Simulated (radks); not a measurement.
Hf V, configuration [Xe] 4f14. Calculated with a radial shooting solver on a logarithmic mesh with Libxc functionals: Dirac Kohn-Sham, LDA (Slater exchange, VWN5 correlation), spin-unpolarised, spherical densities, point nucleus.

Normalised radial functions P(r) = r R(r) (large component), r in bohr:

r	4d5/2
0.003179	0.0003
0.003672	0.0004
0.004207	0.0006
0.004819	0.0009
0.005566	0.0014
0.006377	0.0020
0.007306	0.0030
0.008437	0.0044
0.009666	0.0064
0.01107	0.0093
0.01279	0.0137
0.01465	0.0196
0.01679	0.0279
0.01939	0.0402
0.02221	0.0563
0.02545	0.0781
0.02939	0.1092
0.03367	0.1480
0.03858	0.1979
0.04455	0.2646
0.05104	0.3415
0.05848	0.4316
0.067	0.5324
0.07737	0.6444
0.08864	0.7452
0.1016	0.8271
0.1173	0.8738
0.1344	0.8591
0.154	0.7683
0.1778	0.5753
0.2037	0.3000
0.2334	-0.0511
0.2695	-0.4697
0.3088	-0.8602
0.3538	-1.1921
0.4086	-1.4280
0.4681	-1.5129
0.5363	-1.4628
0.6193	-1.2897
0.7096	-1.0553
0.8129	-0.7976
0.9388	-0.5426
1.076	-0.3450
1.232	-0.1998
1.412	-0.1045
1.63	-0.0465
1.868	-0.0189
2.14	-0.0067
2.472	-0.0018
2.832	-0.0004
3.244	-0.0001
3.747	0.0000
4.293	0.0000

4d5/2: eigenvalue -243.04 eV, 1 radial node at r = 0.229 bohr, <r> = 0.540 bohr, 90 % of the charge inside 0.813 bohr.
